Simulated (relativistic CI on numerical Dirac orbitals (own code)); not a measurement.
**What each ingredient does to the levels of Ir60+**

Base calculation: Dirac-Coulomb-Breit CI, separate exchange-only KLI orbitals for each configuration, model QED (radiative potential, 1s self-energy scaled to tabulated hydrogen-like ionisation energies), unscaled Slater integrals.

Configurations in the expansion (outside the closed core [Ne]): 3s2 3p5, 3s2 3p4 3d, 3s 3p6, 3s 3p5 3d, 3s 3p4 3d2, 3p6 3d, 3s2 3p3 3d 4p, 3s 3p4 3d 4s, 3s2 3p4 4s, 3p6 4s, 3p6 4p, 3s2 3p4 4p, 3s2 3p4 4d, 3s 3p5 4s, 3s2 3p4 4f, 3p5 3d 4p, 3s 3p5 4p, 3s 3p5 4d, 3s 3p5 4f, 3s2 3p4 5s, 3s2 3p4 5p, 3s2 3p3 4s 4p, 3s2 3p4 5d, 3s2 3p4 5f, 3s2 3p4 5g, 3s 3p4 4s2, 3s 3p5 5s, 3s 3p5 5p, 3s2 3p3 3d2, 3s2 3p2 3d3, 3s 3p3 3d3, 3s2 3p2 3d2 4s, 3s2 3p2 3d2 4p, 3s2 3p2 3d2 4d, 3p5 3d2, 3p4 3d3, 3p4 3d2 4s, 3p4 3d2 4p, 3p4 3d2 4d, 3s2 3p3 3d 4s, 3s 3p3 3d2 4s, 3s2 3p2 3d 4s2, 3s2 3p2 3d 4s 4p, 3s2 3p2 3d 4s 4d, 3p5 3d 4s, 3p4 3d 4s2, 3p4 3d 4s 4p, 3p4 3d 4s 4d, 3s2 3p3 4s2, 3s 3p3 3d 4s2, 3s2 3p2 4s2 4p, 3s2 3p2 4s2 4d, 3s2 3p3 4p2, 3s2 3p2 3d 4p2, 3s 3p3 3d 4p2, 3s2 3p2 4s 4p2, 3s2 3p2 4p3, 3s2 3p2 4p2 4d. Double excitations out of closed p, d and f shells are left out; levels of such configurations are missing from the list, as are those of other unlisted configurations, and high levels can miss mixing partners. These lack a partner that the ground configuration has and come out too high: 3s2 3p4 4f, 3s 3p5 4p, 3s 3p5 4d, 3s 3p5 4f, 3s2 3p4 5s.

The lowest level and the first level of each name with at least 55 % of one term (blank where a level has no safe partner in the second run):

```csv
Level,Base (eV),Shift (eV)
3s2 3p5 2P°_3/2,0.000,0.000
3s2 3p4 3d 2D_3/2,279.540,+0.490
3s2 3p4 3d 4F_9/2,347.643,+0.489
3s2 3p4 3d 2P_1/2,355.444,+0.488
3s2 3p5 2P°_1/2,421.580,+0.004
3s 3p6 2S_1/2,627.563,+0.303
3s2 3p4 3d 4D_1/2,657.950,+0.485
3s2 3p4 3d 2G_7/2,678.791,+0.491
3s2 3p4 3d 2G_9/2,772.972,+0.492
3s 3p5 3d 4P°_1/2,855.838,+0.727
```

At this charge energies of transitions that change n are usually good to better than 1 %, and those within a shell (Δn = 0) to a few per cent.

Q: One thing was changed in a second run, which moved the levels as shown. Which?
A. QED terms removed
B. Breit term removed
C. configuration mixing switched off
D. P86 correlation estimate

A: D. P86 correlation estimate. A correlation estimate moves all levels of a configuration together before mixing; mixed levels move by a weighted share.

LS names give the leading component of a level, which can be under half, so a name can repeat, a term be missing and a line seem to break the LS rules.
